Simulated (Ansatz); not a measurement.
Ligand exchange: CH2ClF + C2H6ClGa → CH3F + C2H5Cl2Ga

Species: CH2ClF (chlorofluoromethane) `FCCl`, singlet; C2H6ClGa `C[CH2][GaH][Cl]`, singlet; CH3F (fluoromethane) `CF`, singlet; C2H5Cl2Ga `C[CH2][Ga]([Cl])[Cl]`, singlet. The partners trade Cl for H: C–Cl and Ga–H bonds give way to C–H and Ga–Cl.

Shapes, held fixed at every level: PBE0-D4/def2-TZVP. Flexible molecules stand in one conformer, not always the lowest. Programs: Ansatz 0.2.0. The zero-point and thermal change to 298 K, harmonic and unscaled (PBE0-D4/def2-TZVP), is +10.0 kJ/mol.

```csv
level,kind,ΔH(298 K) (kJ/mol),less CCSD(T)/def2-TZVPP
PBE-D4/def2-TZVPP,GGA,-161.7,+13.2
BHLYP-D4/def2-TZVPP,global hybrid,-181.3,-6.4
r2SCAN0-D4/def2-TZVPP,global hybrid,-175.4,-0.5
wB97M-V/def2-TZVPP,range-separated hybrid,-169.2,+5.7
B2PLYP/def2-TZVPP,double hybrid,-173.7,+1.2
MP2/def2-TZVPP,perturbation theory,-180.5,-5.6
CCSD(T)/def2-SVP,coupled cluster or CI,-183.2,-8.3
CCSD(T)/def2-TZVPP,coupled cluster or CI,-174.9,0.0
```

The highest level, CCSD(T)/def2-TZVPP, gives ΔH(298 K) = -174.9 kJ/mol; the levels span -183.2 to -161.7. The column of differences is taken from that level and isn't an error. No measured value is set beside it here. Relativity is left out for Ga. Outer-core shells of Ga are correlated, in sets that cover them unevenly.
